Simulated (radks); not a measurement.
Spherical quantum dot in the effective-mass picture: electrons in a parabolic well V = omega^2 r^2 / 2 with omega = 1.1, all in effective atomic units (hartree* = m*/eps^2 hartree, bohr* = eps/m* bohr), one dielectric constant everywhere. Calculated with a radial shooting solver with Libxc functionals: non-relativistic Kohn-Sham, PBE, spin-polarised, spherical densities. Levels are named by radial order and angular momentum (1s, 1p, 1d, 2s, ...), and open shells are averaged over m.

N = 25, configuration 1s2 1p6 1d10 2s2 1f(up 5, down 0). This is the lowest configuration that the search found. Occupied and some empty levels:

level    occupation  eigenvalue (hartree*)  <r> (bohr*)
1s up             1                 12.775        1.666
1s down           1                 12.802        1.629
1p up             3                 13.240        2.069
1p down           3                 13.288        2.042
1d up             5                 13.775        2.346
1d down           5                 13.836        2.330
2s up             1                 13.910        2.006
2s down           1                 13.953        2.021
1f up             5                 14.372        2.563
1f down           0                 14.440        2.556
2p up             0                 14.586        2.252
2p down           0                 14.626        2.263
1g up             0                 15.024        2.745
1g down           0                 15.096        2.746
2d up             0                 15.295        2.486
2d down           0                 15.336        2.493

Energy (hartree*): total 221.231, kinetic 25.420, external 82.471, Hartree 125.34, exchange-correlation -11.999.
